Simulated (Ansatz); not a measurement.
Consider the silylene loss: `B[SiH]([SiH3])O[SiH3]` → `B[SiH](O)[SiH3]` + `[SiH2]`.

Program: Ansatz. Geometries: PBE0-D4/def2-TZVP. ΔE: electronic, gas phase. CBS: MP2 limit from def2 TZ/QZ plus the TZ coupled-cluster correction, frozen cores. This one scheme is used for every species. Functionals use def2-TZVPP. B3LYP here is the variant with VWN-RPA as its local correlation; programs differ in this. Each species was taken in one conformer, which may not be the lowest.

Task: Is it downhill or uphill in electronic energy at CCSD(T)/CBS, and by how much? (An estimate is asked.)

Result: Computed: Uphill: ΔE = +340.4 kJ/mol.

Task: What do these levels give: PBE-D4, r2SCAN-D4, ωB97X-V, B3LYP, MP2/def2-QZVPP, MP2/CBS(def2)? (Best estimate.)

Result: The calculation gave: PBE-D4 328.8, r2SCAN-D4 356.6, ωB97X-V 349.1, B3LYP 323.6, MP2/def2-QZVPP 359.7, MP2/CBS(def2) 361.6 kJ/mol.

Largest T1 diagnostic among the species: 0.014.

From PBE to PBE0 (25 % exact exchange), in def2-TZVPP and without D4, ΔE moves by +15.0 kJ/mol. The D4 term adds +14.9 kJ/mol with B3LYP and +8.4 kJ/mol with PBE0; it sums over pairs of atoms, weighted by their polarisabilities, and B3LYP, whose exchange is more repulsive, gets the larger term.
